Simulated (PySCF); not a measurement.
**Computed spin Hamiltonian**

Compound: C₅H₁₀NO (doublet state).
Cartesian coordinates in Å at the GFN2-xTB level; atoms count from 1:
```xyz
17
C5H10NO angstrom
C      2.740   -0.103    0.653
N      1.368   -0.325    0.431
C      0.501    0.470   -0.142
O      0.887    1.573   -0.548
C     -0.921   -0.041   -0.269
C     -1.892    1.068    0.131
C     -1.110   -1.304    0.556
H      2.917    0.718    1.357
H      3.124   -1.023    1.102
H      3.290    0.078   -0.277
H     -1.067   -0.271   -1.331
H     -2.919    0.746   -0.028
H     -1.704    1.960   -0.462
H     -1.766    1.321    1.182
H     -0.295   -2.000    0.362
H     -2.050   -1.789    0.305
H     -1.111   -1.066    1.617
```

The hyperfine couplings belong to this conformer and change with its torsions.

Identity: `C[N]C(=O)C(C)C` [radical].

Computed with UKS B3LYP, pcH-1 on C H N O, non-relativistic, mean-field spin-orbit, GIAO in PySCF. One conformer (not necessarily the lowest) at the GFN2-xTB geometry, without solvent, vibrations or thermal averaging. The geometry wasn't refined by DFT: couplings that depend on bond lengths, twists or pyramidal angles can differ widely from those at the functional's own minimum. The SCF solution wasn't tested for stability.

* g1, g2, g3: 2.00068, 2.00698, 2.02168
* g_iso: 2.00978
* Form of g: rhombic: the two nearest values differ by 30 % of g3 − g1
* ⟨S²⟩: 0.7555 (exact 0.7500)
* α and β electrons: 28, 27
* HOMO–LUMO gap, α and β orbitals: 7.60, 2.51 eV

Isotropic coupling and dipolar principal values T1 to T3, in MHz; ρ(0) is the spin density at the nucleus:

```tsv
atom	isotope	a_iso	T1	T2	T3	Mulliken spin population	ρ(0) (bohr⁻³)
C1	13C	6.9	-5.8	-2.8	8.6	-0.01	0.0061
N2	14N	52.7	-32.0	-28.6	60.6	0.63	0.1632
C3	13C	-19.8	-14.1	-2.0	16.1	-0.05	-0.0176
O4	17O	-17.3	-115.4	57.3	58.1	0.35	0.0286
C5	13C	-8.0	-1.5	0.2	1.3	0.00	-0.0071
C6	13C	-0.7	-0.6	-0.1	0.7	0.00	-0.0006
C7	13C	13.1	-2.2	-2.0	4.3	0.00	0.0116
H8	1H	32.3	-4.0	-3.2	7.2	0.02	0.0072
H9	1H	78.8	-7.2	-5.3	12.5	0.03	0.0176
H10	1H	28.7	-3.8	-3.4	7.2	0.02	0.0064
H11	1H	-2.9	-2.8	-0.9	3.7	0.00	-0.0006
H12	1H	0.0	-1.0	-0.7	1.7	0.00	0.0000
H13	1H	1.4	-2.5	-1.4	3.8	0.00	0.0003
H14	1H	0.0	-1.7	-0.9	2.6	0.00	0.0000
H15	1H	17.1	-6.5	-1.7	8.1	0.00	0.0038
H16	1H	21.3	-1.7	-1.4	3.2	0.01	0.0048
H17	1H	-0.2	-3.0	-2.2	5.2	0.00	0.0000
```

The Mulliken spin populations are largest on N2 (+0.63) and O4 (+0.35).

Under fast tumbling the dipolar parts average out, and these isotropic splittings remain: 1 × 14N (N2, I = 1, 3 lines) with 1.87 mT, 3 × 1H (H8/H9/H10, I = 1/2, 4 lines) with 1.66 mT, 6 × 1H (H12 (×6), I = 1/2, 7 lines) with 0.23 mT and 1 × 1H (H11, I = 1/2, 2 lines) with 0.10 mT.

Nuclei that the bonding pattern makes equivalent are averaged, as if the motion that swaps them (rotation, inversion, ring flip) were fast. The three 1H nuclei of mean +46.6 MHz run from 28.7 to 78.8 MHz in the frozen geometry. The six 1H nuclei of mean +6.6 MHz run from -0.2 to 21.3 MHz in the frozen geometry.

The 13C coupling of C3 (-19.8 MHz) shows only in satellite lines or after enrichment, since that isotope makes up about 1.07 % of natural carbon.

The 17O coupling of O4 (-17.3 MHz) shows only in satellite lines or after enrichment, since that isotope makes up about 0.038 % of natural oxygen.
